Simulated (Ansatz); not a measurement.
Reaction (isomerisation): `C[Si](N)(O)Br` → `N[SiH](Br)CO`

Program: Ansatz. Geometries: PBE0-D4/def2-TZVP. ΔE: electronic, gas phase. CCSD(T)/CBS is the MP2 limit (def2-TZVPP, def2-QZVPP) plus CCSD(T) − MP2 in def2-TZVPP, frozen cores. DFT in def2-TZVPP. B3LYP here is the variant with VWN-RPA as its local correlation; programs differ in this. For Br outer-core shells are correlated without core-valence functions, which leaves a few kJ/mol of doubt a bond. Scalar relativity is left out up to krypton. One conformer a species, not always the lowest.

```
             level  ΔE (kJ/mol)  difference from CCSD(T)/CBS
            PBE-D4        208.2                        -17.7
         r2SCAN-D4        225.5                         -0.4
           PBE0-D4        216.5                         -9.4
          B3LYP-D4        218.8                         -7.1
           ωB97X-V        217.7                         -8.2
           ωB97M-V        223.1                         -2.8
            B2PLYP        223.9                         -2.0
               PBE        207.6                        -18.3
            r2SCAN        225.4                         -0.5
              PBE0        216.0                         -9.9
             B3LYP        217.8                         -8.1
     HF/def2-TZVPP        229.3                          3.4
    MP2/def2-TZVPP        232.2                          6.3
SCS-MP2/def2-TZVPP        226.3                          0.4
   CCSD/def2-TZVPP        224.7                         -1.2
CCSD(T)/def2-TZVPP        223.1                         -2.8
     HF/def2-QZVPP        230.3                          4.4
    MP2/def2-QZVPP        234.2                          8.3
SCS-MP2/def2-QZVPP        228.5                          2.6
      HF/CBS(def2)        230.5                          4.6
     MP2/CBS(def2)        235.0                          9.1
    CCSD/CBS(def2)        227.5                          1.6
       CCSD(T)/CBS        225.9                            0
```

Largest T1 diagnostic among the species: 0.009.

From PBE to PBE0 (25 % exact exchange), in def2-TZVPP and without D4, ΔE moves by +8.4 kJ/mol.
